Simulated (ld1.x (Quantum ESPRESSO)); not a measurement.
## bromine (Br): one change to a TM potential, before and after

```
Element                 : Br (Z = 35)
Generator               : ld1.x (Quantum ESPRESSO) 7.5
Type                    : norm-conserving Troullier–Martins (Kleinman–Bylander form)
Functional              : PBE
Relativity              : scalar-relativistic
Frozen core             : [Ar] 3d10
Valence charge          : 7
Reference configuration : 4s2 4p5
Partial waves           : 4s (bound): rc 1.40 bohr; 4p (bound): rc 1.45 bohr; 4d channel at 0.25 Ry: rc 1.10 bohr
Local potential         : all-electron potential smoothed inside 0.90 bohr (lloc = -1)
Core correction         : a·sin(br)/r model core inside 0.70 bohr
```

Change: wave 4s (bound): rc 1.40 bohr becomes 4s (bound): rc 0.86 bohr.

Cutoffs: the cutoffs (Ry, on a coarse ladder) from which the occupation-weighted sum of valence levels, in a spherical-Bessel basis at the reference potential, stays within 10 and 1 mRy of its value at 400 Ry; they do not see the model core or the augmentation charge, which bear on the density cutoff. Errors are all-electron minus pseudo energies relative to the spin-unpolarised reference configuration.

Q: How do hardness, ghosts and transferability respond?

A: Both files keep a bound ghost (d, s); of the 7 tests that both files solve, the error grows in 2 and shrinks in 3 by more than 15 % and 0.3 meV (median size 3.5 → 11.2 meV).

```csv
quantity,base,changed
"cutoff, loose",45 Ry,over 300 Ry
"cutoff, tight",70 Ry,over 300 Ry
loose cutoff by channel (10 mRy a level),"s 40 Ry, p 10 Ry","s over 300 Ry, p 10 Ry"
bound ghosts,"d, s","s, d"
"error for 4s2 4p4, meV [ΔE 12.55 eV]",+3.5,+2.1
"error for 4s2 4p3, meV [ΔE 35.31 eV]",+19,+11
"error for 4s2 4p2, meV [ΔE 69.30 eV]",+37,+13
"error for 4s2 4p5.3, meV [ΔE -1.96 eV]",+0.7,+0.6
"error for 4s2 4p1, meV [ΔE 115.32 eV]",+10,-49
"error for 4s2 4p4.5, meV [ΔE 5.07 eV]",+0.3,+0.1
"error for 4s1 4p6, meV [ΔE 12.37 eV]",-2.1,-74
s: phases at 1.61 bohr within 0.05 rad from the reference energy up to (Ry; the scan ends near 5),to the end of the scan,to the end of the scan
p: phases at 1.61 bohr within 0.05 rad from the reference energy up to (Ry; the scan ends near 5),0.9,0.9
d: phases at 1.61 bohr within 0.05 rad from the reference energy up to (Ry; the scan ends near 5),1.5,1.5
```

 A true bound ghost makes a file unfit for plane-wave use even where its test errors are small: the radial tests pick states by their node count and pass the ghost by.
